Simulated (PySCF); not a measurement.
ClFI2Si. Atoms are numbered in the order given.

```xyz
5

F      1.9351     1.0723     0.0000
Si     0.3645     0.6995     0.0000
Cl    -0.6823     2.4625     0.0000
I     -0.1030    -0.5784    -2.0205
I     -0.1030    -0.5784     2.0205
```
Charge 0, spin multiplicity 1.

The structure is a stationary point at B3LYP-D3(BJ)/def2-SVP. The def2 effective core potentials stand for the cores of I; spin–orbit coupling is left out.

These are PySCF 2.14.0 with TDA-ωB97X/def2-SVPD values and carry that method's errors.

Vertical excitations. The molecule is in vacuum. State labels are in the subgroup Cs.

```tsv
state	symmetry	energy (eV)	λ (nm)	f	main pairs
S1	A"	5.00	248	0.021	HOMO→LUMO 91 %
S2	A"	5.17	240	0.003	HOMO−1→LUMO 90 %
S3	A'	5.46	227	0.009	HOMO−2→LUMO 87 %
S4	A'	5.63	220	0.007	HOMO−3→LUMO 83 %
S5	A"	6.85	181	0.054	HOMO→LUMO+2 43 %, HOMO−4→LUMO 30 %, HOMO→LUMO+3 12 %
S6	A"	6.89	180	0.048	HOMO−4→LUMO 39 %, HOMO→LUMO+2 27 %, HOMO−1→LUMO+2 13 %, HOMO→LUMO+3 8 %
S7	A"	7.19	172	0.025	HOMO−1→LUMO+2 37 %, HOMO→LUMO+4 19 %, HOMO→LUMO+3 9 %, HOMO−4→LUMO 6 %
S8	A'	7.27	171	0.004	HOMO→LUMO+1 27 %, HOMO−2→LUMO+2 20 %, HOMO−3→LUMO+2 9 %, HOMO→LUMO+5 9 %
S9	A"	7.40	168	0.000	HOMO−1→LUMO+4 31 %, HOMO−1→LUMO+3 24 %, HOMO−2→LUMO+1 13 %, HOMO−2→LUMO+5 7 %
S10	A'	7.42	167	0.014	HOMO−1→LUMO+1 26 %, HOMO→LUMO+1 13 %, HOMO−2→LUMO+2 11 %, HOMO−2→LUMO+4 10 %
T1	A"	4.47	278	0	HOMO→LUMO 90 %
T2	A"	4.68	265	0	HOMO−1→LUMO 87 %
T3	A'	4.91	253	0	HOMO−2→LUMO 83 %
T4	A'	5.08	244	0	HOMO−3→LUMO 80 %
```
Triplets are in the Tamm–Dancoff approximation.
